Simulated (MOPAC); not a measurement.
Job for MOPAC: PM7 on BeClH (SMILES [BeH][Cl]), a point of a bond scan (R = 1.625 Å).

```
PM7 1SCF PRECISE CHARGE=0 THREADS=1
BeClH

Be    -0.00000000 1    -0.00000000 1    -1.33527396 1
H     -0.00000000 1    -0.00000000 1    -2.65794482 1
Cl     0.00000000 1     0.00000000 1     0.28995122 1
```

Output:

```
*******************************************************************************
 **                                                                           **
 **                              MOPAC v23.2.5                                **
 **                                                                           **
 *******************************************************************************
 ** MOPAC's Digital Object Identifier: https://doi.org/10.5281/zenodo.6511958 **
 **                                                                           **
 ** Please cite the open-source release paper for use of this MOPAC version:  **
 ** J. E. Moussa and J. J. P. Stewart (2026)                                  **
 ** MOPAC: An open-source semiempirical molecular orbital program             **
 ** J. Open Source Softw., 11(119), 8025, https://doi.org/10.21105/joss.08025 **
 *******************************************************************************

                              PM7 CALCULATION RESULTS

 *******************************************************************************
 *  PM7        - The PM7 Hamiltonian to be used
 *
 *
 *
 *                 CHARGE ON SYSTEM = 0
 *
 *
 *
 *  PRECISE    - TIGHTER CRITERIA TO BE USED
 *  1SCF       - DO 1 SCF AND THEN STOP
 *  THREADS=1  - MULTI-THREADING NOT USED
 *  T=         - A TIME OF 172800.0 SECONDS REQUESTED
 *  DUMP=N     - RESTART FILE WRITTEN EVERY 7200.0 SECONDS REQUESTED
 *******************************************************************************
PM7 1SCF PRECISE CHARGE=0 THREADS=1
 BeClH

   ATOM   CHEMICAL          X               Y               Z
  NUMBER   SYMBOL      (ANGSTROMS)     (ANGSTROMS)     (ANGSTROMS)

     1      Be         -0.00000000  *  -0.00000000  *  -1.33527396  *
     2       H         -0.00000000  *  -0.00000000  *  -2.65794482  *
     3      Cl          0.00000000  *   0.00000000  *   0.28995122  *



          CARTESIAN COORDINATES

    NO.       ATOM           X           Y           Z

     1        Be         -0.0000     -0.0000     -1.3353
     2         H         -0.0000     -0.0000     -2.6579
     3        Cl          0.0000      0.0000      0.2900

 General Reference for PM7:
 "Optimization of Parameters for Semiempirical Methods VI: More Modifications to the
 NDDO Approximations and Re-optimization of Parameters", J. J. P. Stewart, J. Mol. Mod., 1:32, 19 (2013)
 https://link.springer.com/article/10.1007/s00894-012-1667-x

           Empirical Formula: H Be Cl  =     3 atoms



      MOLECULAR POINT GROUP   :   C*v


      RHF CALCULATION, NO. OF DOUBLY OCCUPIED LEVELS = 5


 -------------------------------------------------------------------------------
 PM7 1SCF PRECISE CHARGE=0 THREADS=1
 BeClH



     1SCF WAS SPECIFIED, SO BFGS WAS NOT USED
     SCF FIELD WAS ACHIEVED


                              PM7 CALCULATION
                                                       MOPAC v23.2.5 Linux




          FINAL HEAT OF FORMATION =        -16.62663 KCAL/MOL =     -69.56583 KJ/MOL


          COSMO AREA              =         79.28 SQUARE ANGSTROMS
          COSMO VOLUME            =         63.02 CUBIC ANGSTROMS

          IONIZATION POTENTIAL    =         12.007294 EV
          HOMO LUMO ENERGIES (EV) =        -12.007  2.363
          NO. OF FILLED LEVELS    =          5
          MOLECULAR WEIGHT        =         45.4731         POINT GROUP:  C*v

          MOLECULAR DIMENSIONS (Angstroms)

            Atom       Atom       Distance
           Cl     3    H     2     2.94790
           Cl     3    H     2     0.00000
           Be     1    H     2     0.00000


          SCF CALCULATIONS        =          1





   ATOM   CHEMICAL          X               Y               Z
  NUMBER   SYMBOL      (ANGSTROMS)     (ANGSTROMS)     (ANGSTROMS)

     1      Be         -0.00000000  *  -0.00000000  *  -1.33527396  *
     2       H         -0.00000000  *  -0.00000000  *  -2.65794482  *
     3      Cl          0.00000000  *   0.00000000  *   0.28995122  *

                             CARTESIAN COORDINATES

   1   Be       -0.000000000    -0.000000000    -1.335273960
   2    H       -0.000000000    -0.000000000    -2.657944820
   3   Cl        0.000000000     0.000000000     0.289951220


           Empirical Formula: H Be Cl  =     3 atoms



      MOLECULAR POINT GROUP   :   C*v


                  EIGENVALUES
 -26.25726 -14.33878 -12.95529 -12.00729 -12.00729   2.36282   3.21446   3.21446
   5.76196  70.21699  70.49138  70.49138  71.21584  71.21584


              NET ATOMIC CHARGES AND DIPOLE CONTRIBUTIONS

  ATOM NO.   TYPE          CHARGE      No. of ELECS.   s-Pop       p-Pop       d-Pop
    1         Be           0.384683        1.6153     0.81660     0.79872
    2          H          -0.074147        1.0741     1.07415
    3         Cl          -0.310536        7.3105     1.97897     5.33077     0.00080
 DIPOLE           X         Y         Z       TOTAL
 POINT-CHG.     0.000     0.000    -1.953     1.953
 HYBRID         0.000     0.000     0.423     0.423
 SUM            0.000     0.000    -1.530     1.530


          ATOMIC ORBITAL ELECTRON POPULATIONS

     Atom    s        px        py        pz      x^2-y^2     xz        z^2       yz        xy
    1 Be   0.81660   0.06575   0.06575   0.66722
    2  H   1.07415
    3 Cl   1.97897   1.93407   1.93407   1.46264   0.00000   0.00019   0.00043   0.00019   0.00000

 **********************
 *                    *
 * JOB ENDED NORMALLY *
 *                    *
 **********************




 == MOPAC DONE ==
```

The run finished.

Cost: roughly 0.010 core-seconds.
